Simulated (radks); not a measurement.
Pb I, 82 electrons, occupied as [Hg] 6p2. Calculated with a radial shooting solver on a logarithmic mesh with Libxc functionals: scalar-relativistic Kohn-Sham, PBE, spin-unpolarised, spherical densities, point nucleus; hard spherical wall at 2 bohr.

Normalised radial functions P(r) = r R(r), r in bohr:

```
   r/bohr * 5s, o 5d, + 6d (the largest magnitude, 1.28, reaches the edge; | marks zero, & curves that meet)
 0.001944                             &  *
  0.00221                             &  *
 0.002532                             &   *
 0.002877                             &   *
  0.00327                             &   *
 0.003717                             &   *
 0.004225                             &   *
 0.004801                             &    *
 0.005457                             &    *
 0.006202                             &    *
 0.007049                             &    *
 0.008012                             &    *
 0.009106                             &   *
  0.01035                             &   *
  0.01176                             &  *
  0.01337                             &  *
  0.01519                             & *
  0.01727                             o&
  0.01963                             *&
  0.02231                           * |&
  0.02535                          *  |&
  0.02882                        *    |o+
  0.03275                       *     | o+
  0.03752                      *      |  &
  0.04264                      *      |  o+
  0.04847                      *      |   o+
  0.05509                       *     |    o+
  0.06261                         *   |     o+
  0.07116                            *|      o +
  0.08087                             | *    o +
  0.09192                             |    *  o +
   0.1045                             |       & +
   0.1187                             |      o +*
   0.1349                             |     o + *
   0.1534                             |   o+   *
   0.1743                             |&   *
   0.1981                          +o*|
   0.2252                     +*o     |
   0.2559                 *+ o        |
   0.2909              *+  o          |
   0.3306              *+ o           |
   0.3757                 +&          |
   0.4271                     o+  *   |
   0.4854                          o +|    *
   0.5561                             |  o    +     *
    0.632                             |        o     +     *
   0.7183                             |             o     +     *
   0.8164                             |                  o +     *
   0.9279                             |                 +   o  *
    1.055                             |       +            *  o
    1.199                         +   |               *      o
    1.362            +                |           *       o
    1.548     +                       |      *        o
     1.76          +                  |  *     o
        2                             &
```

5s: eigenvalue -82.755 eV, 4 radial nodes at r = 0.0187, 0.0755, 0.196, 0.453 bohr, <r> = 0.870 bohr, 90 % of the charge inside 1.24 bohr. 5d: eigenvalue 40.622 eV, 2 radial nodes at r = 0.183, 0.526 bohr, <r> = 1.11 bohr, 90 % of the charge inside 1.53 bohr. 6d (empty): eigenvalue 194.65 eV, 3 radial nodes at r = 0.180, 0.490, 1.15 bohr, <r> = 1.19 bohr, 90 % of the charge inside 1.72 bohr.
